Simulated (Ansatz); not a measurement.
Geometry optimisation, RKS PBE0-D4/6-31G* in Ansatz 0.2.0.

Input file:

```yaml
crystal:
  periodic: [false, false, false]
  atoms:
    - { symbol: O, position_ang: [1.4394, 2.0122, -1.4659] }
    - { symbol: P, position_ang: [-0.0458, 1.4554, -1.0135] }
    - { symbol: Si, position_ang: [0.5736, -0.4831, -0.1041] }
    - { symbol: Si, position_ang: [-1.1054, -1.4685, 0.969] }
    - { symbol: H, position_ang: [1.287, 2.8779, -2.0155] }
    - { symbol: H, position_ang: [-0.2023, 2.1937, 0.1957] }
    - { symbol: H, position_ang: [1.7235, -0.1973, 0.8872] }
    - { symbol: H, position_ang: [1.1725, -1.3489, -1.1753] }
    - { symbol: H, position_ang: [-2.2744, -1.7523, 0.0533] }
    - { symbol: H, position_ang: [-1.7197, -0.5852, 2.0573] }
    - { symbol: H, position_ang: [-0.783, -2.7608, 1.6322] }
basis:
  gaussian: { orbitals: "6-31G*" }
hamiltonian:
  xc: pbe0
  dispersion: d4
relax:
  f_tol: 0.015
  max_steps: 40
```

Run as:

```bash
$ ansatz run input.yaml --threads 1 --pin off --max-ram 2048MiB --backend cpu --events-out ev --progress --plain --runs-dir out
```

Where does it end, and by what steps?

It converged. After 6 steps the energy has fallen by 0.383 eV; H5 moved furthest, 0.37 Å.

```
step  energy less start (eV)  largest force component (eV/Å)  accepted
   0                  0.0000                           2.599       yes
   1                 -0.2382                           1.967       yes
   2                 -0.3168                           1.673       yes
   3                 -0.3610                           1.222       yes
   4                 -0.3813                           0.087       yes
   5                 -0.3821                           0.038       yes
   6                 -0.3826                           0.010       yes
```

```xyz
11
Properties=species:S:1:pos:R:3
O 1.434 2.226 -1.310
P -0.067 1.524 -1.002
Si 0.627 -0.430 -0.089
Si -1.167 -1.473 0.994
H 1.412 2.589 -2.206
H -0.348 2.131 0.258
H 1.755 -0.216 0.865
H 1.118 -1.300 -1.197
H -2.277 -1.731 0.034
H -1.686 -0.604 2.089
H -0.736 -2.772 1.584
```

Whether the end is a true minimum wasn't checked by a vibrational analysis.

The run took 15 s on 1 thread of AMD EPYC 9R45 96-Core Processor (Zen 5), on a shared host, peak memory 0.2 GiB.
